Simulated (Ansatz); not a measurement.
Geometry optimisation, RKS PBE-D4/def2-mTZVP (Ansatz).

input.yaml

```yaml
crystal:
  periodic: [false, false, false]
  atoms:
    - { symbol: O, position_ang: [-1.8491, -0.1439, 1.9236] }
    - { symbol: C, position_ang: [-1.2563, 0.152, 0.6552] }
    - { symbol: Si, position_ang: [0.5375, -0.2359, 0.5163] }
    - { symbol: Si, position_ang: [1.3203, 0.2762, -1.6192] }
    - { symbol: F, position_ang: [2.91627, 0.10006, -1.6552] }
    - { symbol: H, position_ang: [-1.8176, -1.0341, 2.1034] }
    - { symbol: H, position_ang: [-1.7807, -0.4039, -0.0997] }
    - { symbol: H, position_ang: [-1.368, 1.2345, 0.4342] }
    - { symbol: H, position_ang: [0.7767, -1.6705, 0.8631] }
    - { symbol: H, position_ang: [1.3545, 0.5313, 1.5648] }
    - { symbol: H, position_ang: [1.06786, 1.76616, -1.79365] }
    - { symbol: H, position_ang: [0.67501, -0.48965, -2.64273] }
basis:
  gaussian: { orbitals: def2-mTZVP }
hamiltonian:
  xc: pbe
  dispersion: d4
relax:
  f_tol: 0.015
  max_steps: 40
output:
  orbitals: {}
```

Command:

```bash
$ ansatz run input.yaml --threads 2 --pin off --max-ram 3072MiB --backend cpu --events-out ev --progress --plain --runs-dir out
```

Problem. Where does it end, and by what steps?

Solution. It converged. After 8 steps the energy has fallen by 0.360 eV; H8 moved furthest, 0.21 Å.

| step | energy less start (eV) | largest force component (eV/Å) | accepted |
| --- | --- | --- | --- |
| 0 | 0.0000 | 4.447 | yes |
| 1 | -0.3070 | 0.890 | yes |
| 2 | -0.3500 | 0.201 | yes |
| 3 | -0.3507 | 0.235 | yes |
| 4 | -0.3413 | 0.564 | no |
| 5 | -0.3591 | 0.070 | yes |
| 6 | -0.3602 | 0.030 | yes |
| 7 | -0.3604 | 0.019 | yes |
| 8 | -0.3604 | 0.013 | yes |

```xyz
12
Properties=species:S:1:pos:R:3
O -1.840 -0.197 1.981
C -1.327 0.170 0.687
Si 0.557 -0.182 0.544
Si 1.383 0.313 -1.608
F 2.984 -0.014 -1.688
H -1.738 -1.163 2.077
H -1.891 -0.321 -0.129
H -1.512 1.251 0.588
H 0.769 -1.642 0.831
H 1.297 0.614 1.576
H 1.197 1.761 -1.948
H 0.699 -0.509 -2.660
```

Whether the end is a true minimum wasn't checked by a vibrational analysis.

Run time: 46 s on 2 threads of Arm Neoverse N1, on a shared host, peak memory 0.17 GiB.
